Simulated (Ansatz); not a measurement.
Basis sets compared for AsH2Me (CH₅As). The state is a singlet with charge 0. Geometry PBE0-D4/def2-TZVP. Ansatz on 4 threads of Arm Neoverse V1 on a shared host; times are rough, and most runs start from earlier orbitals.

```xyz
7

As   -1.1083   -0.5153    0.3620
H    -0.9192    0.2268    1.6797
H    -1.7778    0.6938   -0.2804
C     0.6970   -0.1384   -0.3382
H     1.4115   -0.7680    0.1925
H     0.9762    0.9066   -0.2208
H     0.7206   -0.4055   -1.3949
```

The 6-31G sets use Cartesian d functions. B3LYP takes the VWN-RPA correlation.

Binding counts from free atoms (As quartet, H doublet, C triplet) in the same basis, without a counterpoise term.

| level | functions | energy (Eh) | HOMO (eV) | LUMO (eV) | binding per atom (eV) | wall time |
| --- | --- | --- | --- | --- | --- | --- |
| HF/6-31G | 48 | -2274.5859 | -9.69 | 3.88 | 2.17 | 0.2 s |
| HF/def2-TZVP (with forces) | 109 | -2274.9820 | -9.72 | 3.22 | 2.32 | 0.45 s |
| PBE-D4/def2-SVP | 71 | -2276.2704 | -6.02 | -0.03 | 3.23 | 0.35 s |
| PBE-D4/def2-TZVP | 109 | -2276.5940 | -6.10 | -0.36 | 3.23 | 0.6 s |
| r2SCAN-D4/def2-TZVP | 109 | -2276.9553 | -6.36 | 0.04 | 3.20 | 1.2 s |
| B3LYP-D4/6-31G | 48 | -2276.6540 | -6.85 | 0.64 | 3.15 | 0.45 s |
| B3LYP-D4/def2-TZVP | 109 | -2277.0484 | -7.02 | 0.16 | 3.22 | 0.7 s |
| PBE0-D4/def2-SVP | 71 | -2276.3487 | -7.16 | 0.81 | 3.20 | 0.55 s |
| PBE0-D4/def2-TZVP | 109 | -2276.6696 | -7.21 | 0.45 | 3.19 | 0.9 s |

Problem. Estimate the rows for PBE-D4/def2-TZVPD, r2SCAN-D4/def2-TZVPD, PBE0-D4/def2-TZVPD.

Solution. 
```tsv
level	functions	energy (Eh)	HOMO (eV)	LUMO (eV)	binding per atom (eV)	wall time
PBE-D4/def2-TZVPD	136	-2276.5948	-6.13	-0.74	3.23	0.8 s
r2SCAN-D4/def2-TZVPD	136	-2276.9559	-6.38	-0.23	3.20	1.6 s
PBE0-D4/def2-TZVPD	136	-2276.6703	-7.23	-0.05	3.19	0.9 s
```
